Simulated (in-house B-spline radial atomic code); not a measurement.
**Ionising Tm II (Tm+) with different functionals**

Computed with a radial B-spline atomic code at the basis-set limit: scalar-relativistic (spin-free X2C) Hamiltonian, Fermi nucleus of rms radius 5.2256 fm, spin-polarised at highest spin, spherical fractional occupations for the functionals, the average over the highest-spin determinants for Hartree-Fock. The ionisation energy is the difference of two self-consistent energies, [Xe] 4f13 6s1 → [Xe] 4f13, without Breit or QED terms; ε is the level of the shell that loses the electron (its least bound occupied spin orbital). There is no spin-orbit coupling in this Hamiltonian.

Hybrids are left out here: with spherical fractional occupations of an open shell their exact exchange keeps a self-interaction that integer-occupation calculations don't have.

| method | rung | ΔSCF (eV) | -ε(6s) (eV) |
| --- | --- | --- | --- |
| Hartree-Fock | Hartree-Fock | ? | ? |
| LDA VWN5 | LDA | 12.50 | 9.75 |
| LDA PW92 | LDA | 12.50 | 9.74 |
| LDA exchange-only | LDA | 11.79 | 9.10 |
| PBE | GGA | 12.29 | 9.51 |
| PBEsol | GGA | 12.22 | 9.55 |
| BLYP | GGA | 12.38 | 9.48 |
| RPBE | GGA | ? | ? |
| PW91 | GGA | 12.34 | 9.58 |
| BP86 | GGA | 12.34 | 9.70 |
| AM05 | GGA | 12.19 | 9.53 |
| OLYP | GGA | 12.02 | 9.18 |
| TPSS | meta-GGA | 11.96 | 9.37 |
| SCAN | meta-GGA | 12.27 | 9.81 |
| r2SCAN | meta-GGA | 12.02 | 9.64 |
| revTPSS | meta-GGA | 11.92 | 9.39 |

(1) What does Hartree-Fock give?

(2) What does RPBE give?

(3) How do they compare with the NIST value?

## Answers

(1) ΔSCF 11.16 eV, and -ε(6s) = 11.20 eV.

(2) ΔSCF 12.19 eV, and -ε(6s) = 9.41 eV.

(3) NIST lists 12.06 eV ± 0.02 (semi-empirical, ground level to ground level). Errors run from -0.90 to +0.44 eV; r2SCAN is closest (-0.05 eV), though others lie within the uncertainty of it, and part of that can be cancellation, since the calculations leave out spin-orbit coupling, Breit-QED terms, multiplet and fine-structure energies. Hartree-Fock also lacks correlation.
